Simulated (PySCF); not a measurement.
Species: 4-bromobenzyl alcohol, C7H7BrO.
Cartesian coordinates in Å at the PBE0-D3(BJ)/def2-SVP level; atoms count from 1:
```xyz
16
C7H7BrO angstrom
O     -2.9702    1.1211   -1.1993
C     -2.6573   -0.0127   -0.4436
C     -1.1654   -0.1437   -0.2934
C     -0.6280   -1.1742    0.4847
C      0.7474   -1.3202    0.6300
C      1.5991   -0.4222   -0.0132
Br     3.4685   -0.6119    0.1766
C      1.0847    0.6101   -0.7925
C     -0.2964    0.7431   -0.9292
H     -3.9261    1.1885   -1.2687
H     -3.1091    0.0312    0.5689
H     -3.0414   -0.9400   -0.9175
H     -1.2940   -1.8788    0.9925
H      1.1606   -2.1254    1.2399
H      1.7605    1.3076   -1.2907
H     -0.7165    1.5472   -1.5348
```

Computed with PySCF 2.14.0, PBE0-D3(BJ)/def2-SVP geometry optimisation, gas phase.

Take the most abundant isotopes and a rigid rotor. The values belong to one conformer with, in the numbering `[OH:1][CH2:2][c:3]1[cH:4][cH:5][c:6]([Br:7])[cH:8][cH:9]1`, H–O1–C2–C3 -179°, O1–C2–C3–C4 177°.

(1) Give the principal moments of inertia and the rotational constants in MHz.

(2) Classify the top.

(3) Is it planar, by Δ = Ic − Ia − Ib?

(4) List the rotational levels J(Ka,Kc) to J = 4 (MHz).

(5) Which lines would a microwave search look for?

Results:

(1) Ia = 108.92, Ib = 1126.60, Ic = 1232.25 u·Å²; 505379 MHz·u·Å²/I gives A = 4640, B = 448.6, C = 410.1 MHz.

(2) A near-prolate asymmetric top; Ray's κ = -0.982.

(3) Not planar: Δ = Ic − Ia − Ib = -3.27 u·Å². For a rigid frame Δ = −2 Σ m c², so Σ m c² = 1.64 u·Å² lies off the ab plane: 1.60 from hydrogen and 0.04 from heavier atoms. The atom farthest from that plane is 0.95 Å away.

(4) Above 0(0,0):
J = 1: 1(0,1) 859, 1(1,1) 5050, 1(1,0) 5089
J = 2: 2(0,2) 2576, 2(1,2) 6729, 2(1,1) 6845, 2(2,1) 19419, 2(2,0) 19419
J = 3: 3(0,3) 5151, 3(1,3) 9247, 3(1,2) 9478, 3(2,2) 21995, 3(2,1) 21997, 3(3,1) 43049, 3(3,0) 43049
J = 4: 4(0,4) 8583, 4(1,4) 12605, 4(1,3) 12989, 4(2,3) 25430, 4(2,2) 25434, 4(3,2) 46484, 4(3,1) 46484, 4(4,1) 75959, 4(4,0) 75959

(5) The dipole components are |μa| = 3.21 D, |μb| = 1.24 D, |μc| = 0.05 D. The squared components, which scale the intensities, stand as 1.00 : 0.15 : 0.00 (a : b : c). Some lines, for components of 0.1 D or more:

```
type  branch         J(Ka,Kc)    MHz  lower level (cm⁻¹)
   a       Q  5(1,4) ← 5(1,5)    577               0.560
   a       R  4(1,4) ← 3(1,3)   3357               0.308
   a       R  4(3,2) ← 3(3,1)   3435               1.436
   a       R  5(0,5) ← 4(0,4)   4288               0.286
   a       R  5(2,4) ← 4(2,3)   4293               0.848
   a       R  5(2,3) ← 4(2,2)   4298               0.848
   a       R  5(1,4) ← 4(1,3)   4389               0.433
   b       R  2(1,2) ← 1(0,1)   5870               0.029
   b       R  4(1,4) ← 3(0,3)   7454               0.172
   b       Q  4(2,2) ← 4(1,3)  12444               0.433
   b       Q  2(2,1) ← 2(1,2)  12690               0.224
   b       R  2(2,0) ← 1(1,1)  14369               0.168
   b       R  3(2,2) ← 2(1,1)  15151               0.228
   b       R  3(2,1) ← 2(1,2)  15267               0.224
   b       R  4(2,2) ← 3(1,3)  16186               0.308
   b       R  4(3,2) ← 3(2,1)  24488               0.734
   b       Q  5(4,1) ← 5(3,2)  29474               1.694
   b       Q  5(4,2) ← 5(3,3)  29474               1.694
   b       R  5(4,2) ← 4(3,1)  33769               1.551
   b       Q  5(5,0) ← 5(4,1)  37896               2.677
```

Stationary, but not proved a minimum. No vibrational averaging or centrifugal distortion is included, and the geometry carries the error of its method. Quadrupole hyperfine structure (79Br) is left out.

Time: 2.2 min; peak memory 0.97 GiB. Hardware: Arm Neoverse V1, one thread, shared host. That covers the optimisation of the geometry.
